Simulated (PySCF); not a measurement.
Cartesian coordinates in Å; atom numbers follow the order of the lines, from 1:
```xyz
9

C     1.450    0.082    0.138
Se    0.054    0.614   -1.099
C    -1.443   -0.070   -0.071
H     1.457   -1.009    0.272
H     2.408    0.393   -0.300
H     1.322    0.580    1.109
H    -1.359   -1.157    0.063
H    -2.356    0.150   -0.642
H    -1.505    0.428    0.907
```

Geometry: PBE0-D3(BJ)/def2-SVP; GIAO absolute shieldings from PySCF 2.14.0 with density-fitted response routines, gas phase, non-relativistic, averaged over equivalent atoms.

At PBE0/6-31G (57 basis functions, of the order of 2.7 core-seconds):
```json
{"atoms": "C1/C3", "σ (ppm)": "185.5"}
{"atoms": "Se2", "σ (ppm)": "1987.4"}
{"atoms": "H4/H5/H6/H7/H8/H9", "σ (ppm)": "31.02"}
```

What do these become at PBE0/6-31G*?

## Answers


```csv
atoms,σ at PBE0/6-31G*,change
C1/C3,178.7,-6.8
Se2,1923.2,-64.2
H4/H5/H6/H7/H8/H9,30.26,-0.76
```

The largest change is at Se2 (selenium bonded to 2 C). Cost: 72 basis functions, about 4 core-seconds.

Relativistic effects, spin–orbit coupling among them, are left out; they matter for Se and for the light atoms bonded to it.
